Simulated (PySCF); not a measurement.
Job file and geometry (Å, from GFN2-xTB) of an NMR shielding run on `InChI=1S/C6H10BNO/c1-3-4-5-6-7(8)9-2/h3H,1,4,8H2,2H3`, GIAO PBE0/pcSseg-1 NMR shielding, non-relativistic, gas phase in PySCF; density fitting, a coarse starting grid and PySCF grid level 2 are the driver's defaults:

```
$ OMP_NUM_THREADS=1 python probes_run.py task.json out

{"job": {"kind": "nmr", "xc": "PBE0", "basis": "pcSseg-1"}, "charge": 0, "multiplicity": 1}
C     -3.790610     0.870413     0.319606
C     -2.911862     0.025147    -0.183470
C     -1.751001     0.428859    -1.044436
C     -0.498197     0.011598    -0.437336
C      0.515307    -0.358633     0.098534
B      1.843566    -0.784511     0.730206
N      1.846439    -1.683352     1.804470
O      3.060656    -0.333174     0.299592
C      3.184003     0.566952    -0.766844
H     -3.731178     1.930938     0.133405
H     -4.610102     0.541307     0.935947
H     -2.984184    -1.035035     0.021862
H     -1.837018    -0.052802    -2.025711
H     -1.743296     1.512890    -1.190627
H      1.015920    -2.074109     2.208078
H      2.699011    -1.980733     2.243034
H      2.764123     0.151267    -1.688647
H      2.670515     1.509972    -0.552468
H      4.248103     0.762257    -0.912656
```

Q: What does the program print?

A: 
```
coarse grid: 15952 points
cycle   1  E = -388.8131242850  dE =  1.203e+00  |g| = 7.259e-01  |ddm| = 4.056e+00
cycle   2  E = -388.7203929751  dE =  9.273e-02  |g| = 1.009e+00  |ddm| = 1.346e+00
cycle   3  E = -388.9172146021  dE = -1.968e-01  |g| = 1.977e-01  |ddm| = 8.498e-01
cycle   4  E = -388.9255222526  dE = -8.308e-03  |g| = 7.287e-02  |ddm| = 2.059e-01
cycle   5  E = -388.9265682150  dE = -1.046e-03  |g| = 3.149e-02  |ddm| = 6.613e-02
cycle   6  E = -388.9267867333  dE = -2.185e-04  |g| = 6.025e-03  |ddm| = 2.455e-02
cycle   7  E = -388.9267936851  dE = -6.952e-06  |g| = 1.909e-03  |ddm| = 5.036e-03
final grid: 154376 points
cycle   8  E = -388.9877949960  dE = -3.177e-05  |g| = 1.293e-02  |ddm| = 4.259e-02
cycle   9  E = -388.9877596994  dE =  3.530e-05  |g| = 1.903e-02  |ddm| = 1.819e-02
cycle  10  E = -388.9878279664  dE = -6.827e-05  |g| = 1.889e-03  |ddm| = 1.098e-02
cycle  11  E = -388.9878287570  dE = -7.906e-07  |g| = 2.511e-04  |ddm| = 1.588e-03
cycle  12  E = -388.9878287608  dE = -3.793e-09  |g| = 2.162e-04  |ddm| = 3.501e-04
cycle  13  E = -388.9878287717  dE = -1.091e-08  |g| = 5.822e-05  |ddm| = 2.012e-04
cycle  14  E = -388.9878287725  dE = -8.108e-10  |g| = 1.422e-05  |ddm| = 5.584e-05
converged SCF energy = -388.9878287725

GIAO shielding tensors (ppm)
atom      isotropic    diamagn.    paramagn.     s11        s22        s33       span
  0 C       64.276     252.538    -188.262    -46.967     82.162    157.634    204.601
  1 C       43.500     256.888    -213.388    -78.243     55.027    153.716    231.959
  2 C      157.565     248.121     -90.556    144.863    155.430    172.403     27.540
  3 C       77.659     276.682    -199.023    -11.824     -9.683    254.485    266.309
  4 C       98.327     260.787    -162.459     11.352     20.914    262.716    251.364
  5 B       79.616     197.283    -117.667     58.087     82.208     98.553     40.467
  6 N      186.466     318.031    -131.565    114.515    202.076    242.806    128.291
  7 O      247.454     391.037    -143.582     96.793    296.008    349.562    252.769
  8 C      130.819     246.120    -115.301    104.413    107.772    180.272     75.859
  9 H       26.352      30.722      -4.370     23.012     25.742     30.300      7.288
 10 H       26.396      27.767      -1.371     23.591     25.413     30.185      6.594
 11 H       25.587      31.509      -5.921     23.199     24.956     28.607      5.408
 12 H       28.415      29.531      -1.116     23.884     27.698     33.663      9.779
 13 H       28.697      32.031      -3.334     24.509     28.510     33.072      8.563
 14 H       28.919      33.387      -4.468     23.232     27.375     36.149     12.917
 15 H       29.004      29.899      -0.894     23.372     25.941     37.700     14.328
 16 H       27.777      31.037      -3.261     24.345     26.257     32.729      8.383
 17 H       27.784      31.594      -3.809     24.267     26.285     32.801      8.534
 18 H       27.891      27.507       0.384     23.694     26.179     33.801     10.108
```

Size and cost of the density-fitted run: 203 basis functions, 31 s wall time on 1 thread of an Arm Neoverse V2, shared host; peak memory 0.9 GiB.
